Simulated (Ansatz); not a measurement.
Basis-set extrapolation for ClH$_{5}$O$_{2}$Si$_{2}$ (`O[SiH2]O[SiH2]Cl`) (PBE0-D4/def2-TZVP geometry, frozen core, Ansatz). Multiplicity 1, RHF reference.

```
                       def2-TZVPP    def2-QZVPP
                 HF  -1190.324234  -1190.363872
    MP2 correlation     -0.903695     -0.982058
CCSD(T) correlation     -0.984245       not run
```

Energies in hartree. Use E(X) = E(∞) + A·exp(−7.88·√X) for Hartree–Fock and E(X) = E(∞) + B·X^(−2.97) for correlation, with X = 3 and 4, and add CCSD(T) minus MP2 of the smaller set to the MP2 limit.

What is the CCSD(T) energy at the basis-set limit?

HF limit: -1190.363872 + (-0.039638) × 0.13774 = -1190.36933. MP2 limit: -0.982058 + (-0.078363) × 0.74074 = -1.04010. Higher-order term: -0.984245 − (-0.903695) = -0.08055. Total: -1191.48998 hartree, 4.94 eV below CCSD(T)/def2-TZVPP.
